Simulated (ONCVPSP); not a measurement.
**cobalt (Co): variants of one ONCV potential**

Base potential:

cobalt, optimised norm-conserving Vanderbilt (ONCV), made with ONCVPSP 4.0.1 (LDA (Perdew-Zunger), scalar-relativistic). Core [Ne] 3s2, reference 3p6 3d7 4s0.5 (charge +1.5). Waves: 4s: rc 2.30 bohr, ncon 4, nbas 8, qcut 3.1 1/bohr, 3 projectors, debl 3.8 Ha; 3p: rc 0.95 bohr, ncon 4, nbas 9, qcut 15.1 1/bohr, 1 projector; 3d: rc 0.85 bohr, ncon 5, nbas 8, qcut 10.9 1/bohr, 3 projectors, debl 2.4 Ha. Local part: polynomial inside 0.85 bohr (lpopt 3, dvloc0 -1 Ha). Core correction: Teter function, fcfact 5, rcfact 1.45.

Cutoffs, loose and tight: the cutoffs (Ha) at which the residual kinetic energy of the hardest occupied pseudo-wave falls to 1 and 0.1 mHa per electron. They do not see the model core or the augmentation charge, which bear on the density cutoff. Test errors are all-electron minus pseudo excitation energies from the reference, over the configurations 3p6 3d7 4s2; 3p6 3d7 4s1; 3p6 3d7 4s0; 3p6 3d6 4s2. A dash means not determined; rows that change the core or the reference have their own tests.

A true bound ghost makes a file unfit for plane-wave use even where its test errors are small: the radial tests pick states by their node count and pass the ghost by.

| change | outcome | cutoff, loose | cutoff, tight | bound ghosts | GHOST(+) flags above zero | largest test error (meV) |
| --- | --- | --- | --- | --- | --- | --- |
| base | generated | 297 Ha | 332 Ha | d | s, d | -131 |
| s: qcut 3.4; p: qcut 16.5; d: qcut 11.9 | generated | 285 Ha | 326 Ha | none | s, d | -158 |
| d: rc 0.84; local potential polynomial inside 0.84 bohr (lpopt 3, dvloc0 -1 Ha) | generated | 305 Ha | 340 Ha | d | s, d | -132 |
| d: qcut 7.7 | generated | 314 Ha | 345 Ha | d | s | -130 |
| core [Ne], valence charge 17; reference 3s2 3p6 3d7 4s1; waves now 3s+4s: rc 1.15 bohr, ncon 5, nbas 8, qcut 10.9 1/bohr, 2 projectors; 3p: rc 0.75 bohr, ncon 3, nbas 6, qcut 11.4 1/bohr, 3 projectors, debl 0.8 Ha; 3d: rc 1.40 bohr, ncon 3, nbas 7, qcut 9 1/bohr, 2 projectors, debl 3.6 Ha; local potential polynomial inside 0.55 bohr (lpopt 5, dvloc0 2 Ha) | generated, projector energies reset by the program | 58 Ha | 180 Ha | p | s | +45 |
| core correction Teter function, fcfact 5, rcfact 1.56 | generated | 297 Ha | 332 Ha | d | s, d | -132 |
| local potential polynomial inside 0.55 bohr (lpopt 5, dvloc0 0 Ha) | generated | 297 Ha | 332 Ha | s, d | s, d | -131 |
